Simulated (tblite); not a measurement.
C5H2F5O (doublet state).
Cartesian coordinates in Å at the GFN2-xTB level; atoms count from 1:
```xyz
13
C5H2F5O angstrom
O     -0.0717    2.6146   -0.1154
C     -0.7304    1.6400   -0.1385
C     -0.4058    0.1702   -0.0568
C      0.8134   -0.0717    0.7765
F      0.6243   -0.0138    2.1070
C      2.0514   -0.2157    0.3001
F      2.3098   -0.2812   -0.9979
F      3.1479   -0.3392    1.0189
C     -1.6101   -0.6285    0.4769
F     -2.7051   -0.3598   -0.2583
F     -1.3650   -1.9494    0.3440
H     -0.2261   -0.1429   -1.0938
H     -1.8371   -0.4221    1.5334
```

Computed with GFN2-xTB (tblite): harmonic, unscaled wavenumbers at the GFN2-xTB geometry, gas phase. The method is semi-empirical: single wavenumbers can be off by several per cent or more. One conformer, not necessarily the lowest. Open shells enter through the occupations alone, without spin polarisation, and single modes of such species can be off by tens of per cent.

Harmonic wavenumbers (cm⁻¹): 33.7, 49.9, 81.7, 98.8, 129.9, 150.0, 179.6, 247.4, 314.4, 374.4, 383.9, 423.4, 450.6, 490.5, 512.3, 541.4, 616.1, 806.5, 869.0, 997.9, 1047.5, 1070.6, 1086.7, 1127.3, 1194.4, 1213.1, 1226.6, 1259.5, 1282.8, 1739.2, 1932.3, 2905.0, 2927.5.

A = 1471, B = 739.7, C = 631.0 MHz; mass 173.003 u (most abundant isotopes); point group C1, symmetry number 1; spin multiplicity 2.

Task: What is the zero-point energy?

Result: ½Σν̃ = 13882 cm⁻¹ = 166.06 kJ/mol.

Task: What is S at 500 K and 1 bar for an ideal gas of classical rigid rotors and harmonic oscillators?

Result: Translation 183.87, rotation 134.17, vibration 229.57, spin (R ln 2) 5.76: S = 553.4 J/(mol K).

Task: And Cp and H(500 K) − H(0)?

Result: Cp = 212.74 J/(mol K), of which vibrations give 179.49 (their classical limit is 33 R = 274.4); H(500 K) − H(0) = 70.29 kJ/mol without the zero-point energy, 53.66 from vibrations.

Task: What must be added to the electronic energy to get the Gibbs energy at 500 K and 1 bar?

Result: ZPE + [H(500 K) − H(0)] − T·S = 166.06 + 70.29 − 276.69 = -40.34 kJ/mol.

Task: How do the functions run with temperature in this model?

Result: 
| T (K) | S (J/(mol K)) | Cp (J/(mol K)) | H − H(0) (kJ/mol) | G − H(0) (kJ/mol) | ln q(vib) |
| --- | --- | --- | --- | --- | --- |
| 150 | 362.6 | 112.0 | 11.31 | -43.09 | 4.42 |
| 250 | 428.7 | 148.5 | 24.40 | -82.78 | 7.65 |
| 298.15 | 456.2 | 163.6 | 31.92 | -104.10 | 9.11 |
| 400 | 508.3 | 191.3 | 50.04 | -153.27 | 12.03 |
| 600 | 593.7 | 229.4 | 92.43 | -263.79 | 17.20 |
| 900 | 693.3 | 260.5 | 166.45 | -457.54 | 23.85 |

q(vib) and H(0) count from the zero-point level.

Task: Blend soft modes into free rotors: weight 1/[1 + (100 cm⁻¹/ν̃)⁴] for the oscillator and the rest for a rotor with moment μB/(μ + B), μ = h/(8π²ν), B = 10⁻⁴⁴ kg m². What vibrational entropy results?

Result: 205.79 J/(mol K) in place of 229.57, which changes −T·S at 500 K by +11.89 kJ/mol.

Task: Which modes carry the vibrational entropy at 500 K?

Result: 33.7 cm⁻¹: 27.72; 49.9 cm⁻¹: 24.46; 81.7 cm⁻¹: 20.37; 98.8 cm⁻¹: 18.80; 129.9 cm⁻¹: 16.54; 150.0 cm⁻¹: 15.36 J/(mol K); the other 27 give 106.32 together.

Hindered rotation and anharmonicity are outside this model. Other conformers, if any are populated, would add a mixing term that is left out. The structure is chiral; the term R ln 2 for an equal mix with its mirror image is left out.
